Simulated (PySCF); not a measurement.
Computed IR spectrum (relative IR intensity) of a molecule CH5FO2Si2. Geometry optimised at PBE-D3(BJ)/def2-SVP. One conformer was computed; it need not be the lowest. All values below come from PySCF 2.14.0 with PBE-D3(BJ)/def2-SVP. Frequencies are harmonic and unscaled.

Lines under 2 % of the strongest are left out, and lines within 2 cm⁻¹ are merged.

ν (cm⁻¹): 138 (vw), 163 (vw), 283 (vw), 368 (w), 412 (w), 448 (m), 498 (w), 549 (w), 674 (s), 705 (s), 743 (s), 782 (w), 828 (s), 870 (m), 895 (m), 903 (m), 1123 (vs), 1299 (m), 1740 (vs), 2160 (m), 2170 (w), 2178 (s), 2183 (m), 3533 (w) (against the strongest line: vs over 80 %, s over 45 %, m over 15 %, w over 4 %, vw less)

Pick the molecule that these values belong to.
A. O=C(O)[Si@@H](F)[SiH3]
B. FC[SiH]1O[SiH2]O1
C. F[SiH2]C1O[SiH2]O1
D. C[Si@H]1O[Si@@H](F)O1

A, O=C(O)[Si@@H](F)[SiH3]
